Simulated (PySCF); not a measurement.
O2Pb2, SMILES [Pb]12[O][Pb]=2[O]1.

The structure is a stationary point at PBE-D3(BJ)/def2-SVP. The def2 effective core potentials stand for the cores of Pb; spin–orbit coupling is left out.

These are PBE-D3(BJ)/def2-SVP in PySCF values and carry that method's errors.

Frequencies are harmonic and unscaled.

```
mode  ν (cm⁻¹)  IR (km/mol)  moving atoms (share of kinetic energy)
----  --------  -----------  --------------------------------------
1           79         11.8                                  O 93 %
2          154          0.0                                 Pb 96 %
3          377          0.0                                  O 94 %
4          462         59.1                                  O 93 %
5          508          0.0                                  O 96 %
6          550        270.3                                  O 93 %
```
